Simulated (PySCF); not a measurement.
NMR data sheet: C8H13NSi

```
Formula                               : C8H13NSi
SMILES                                : C[Si](C)(C)c1cccnc1
Point group of the computed structure : Cs
Degrees of unsaturation               : 4
Carbon signals                        : 6
Proton signals                        : 5
```

Numbering as in the mapped SMILES `[CH3:1][Si:2]([CH3:3])([CH3:4])[c:5]1[cH:6][cH:7][cH:8][n:9][cH:10]1`. Hydrogens are named by the atom that carries them.

PySCF 2.14 calculation with GFN2-xTB structure and GIAO PBE0/pcSseg-1 shieldings; averaged over atoms made equivalent by symmetry, fast rotation or ring inversion, single conformer, relativity neglected, no solvent.

Shifts are taken against calculated references (same method and geometry level): TMS for 1H (σ = 31.72 ppm), 13C (σ = 186.93 ppm), 29Si (σ = 349.16 ppm); 15N (σ = 267.73 ppm) vs NH3.

| carbon | δC, type | δH (multiplicity) | HMBC from (2–3 bonds) | span of the C tensor (ppm) |
| --- | --- | --- | --- | --- |
| C1/C3/C4 | -0.7, CH3 | 0.29 (s) | H(C1)/H(C3)/H(C4) | 9 |
| C5 | 139.5, C | – | H(C10), H(C6), H(C7), H(C1)/H(C3)/H(C4) | 238 |
| C6 | 146.0, CH | 7.88 (d) | H(C10), H(C8), H(C7) | 259 |
| C7 | 127.7, CH | 7.34 (m) | H(C8), H(C6) | 233 |
| C8 | 155.8, CH | 8.91 (d) | H(C10), H(C6), H(C7) | 226 |
| C10 | 160.5, CH | 9.02 (s) | H(C8), H(C6) | 233 |

Other nuclei:
```json
{"atoms": "Si2", "nucleus": "29Si", "environment": "silicon bonded to 4 C", "δ (ppm)": "-4.3", "σ (ppm)": "353.5"}
{"atoms": "N9", "nucleus": "15N", "environment": "pyridine-type ring nitrogen", "δ (ppm)": "356.9", "σ (ppm)": "-89.2"}
```

1. Carbon types of the structure: 1 × C, 4 × CH, 3 × CH3, which accounts for all hydrogens.
2. δC 160.5, 155.8: aromatic CH next to a ring nitrogen; the adjacent pyridine-type nitrogen withdraws density from it.
3. δC 146.0, 127.7: aromatic CH.
4. δC 139.5: substituted aromatic carbon.
5. δH 9.02, 8.91: hydrogen on an aromatic CH next to a ring nitrogen; ring current plus the neighbouring ring nitrogen.
6. δH 7.88, 7.34: hydrogen on an aromatic CH; it sits in the deshielding region of the aromatic ring current.

Shifts are as computed. Against solution values, carbons near 30 ppm lie about +3 ppm off and those near 130 ppm about +5 ppm. Of 1211 compounds with measured shifts, 218 miss one by over three times the rms of a fit or turn the order of signals round; such compounds aren't used in these exercises. Experimental scales use liquid or dissolved standards, which lie at an offset from isolated NH3 (liquid NH3: subtract about 20 ppm). Unscaled 15N shifts of sp2 nitrogen come out 20 to 40 ppm too high even then. Multiplicities follow the n + 1 count of equivalent neighbours, as no J values were calculated; m marks all less simple cases, F and P coupling included.
